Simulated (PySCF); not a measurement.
**Spin states of TlSn**

Unrestricted PBE0; Tl def2-SVP with ECP60, Sn def2-SVP with ECP28; scalar-relativistic core potentials (PySCF 2.14). Outer shells of the fragments: Tl 5d10 6s2 6p1; Sn 4d10 5s2 5p2.

Followed along the bond (rough minima from three points):

| 2Ms+1 | unpaired | ⟨S²⟩ at the start | R at minimum (Å) | Te (eV) |
| --- | --- | --- | --- | --- |
| 4 | σ ↑, π ↑↑ | 3.75 | 2.92 | 0.00 |
| 2 | σ ↓, π ↑↑ | 1.76 | 2.91 | 0.39 |
| 2 | σ ↑, π ↑↓ | 1.76 | 2.92 | 0.41 |
| 2 | π ↑ | 0.75 | 3.14 | 0.68 |
| 2 | σ ↑ | 0.76 | 2.93 | 0.99 |

Solutions found at the starting distance of 2.780 Å, counted from the lowest of them; the search is not exhaustive and high or unbound solutions are not listed, so other states can lie among these:

```
2Ms+1   unpaired   term  E (eV)  ⟨S²⟩  ⟨Lz²⟩  μ (D)
    4  σ ↑, π ↑↑    ⁴Σ⁻    0.00  3.75   0.00  -1.78
    2  σ ↓, π ↑↑  mixed    0.39  1.76   0.00  -1.69
    2  σ ↑, π ↑↓  mixed    0.41  1.76   2.01  -1.58
    2        π ↑     ²Π    0.94  0.75   1.00  -0.54
    2        σ ↑  mixed    0.99  0.76   2.00  -1.07
    2        π ↑     ²Π    1.19  0.78   1.01  -1.90
    4      π ↑↑↑     ⁴Π    2.27  3.76   1.00   0.36
    4  σ ↑, π ↑↑  mixed    2.33  3.76   2.01   2.33
```

A term symbol is given only where ⟨S²⟩ and ⟨Lz²⟩ are close to those of a pure state; real π, δ and φ orbitals otherwise mix terms. A positive dipole means Tl(−)Sn(+).

Spin–orbit coupling is left out, which matters for elements this heavy, above all for dissociation energies.
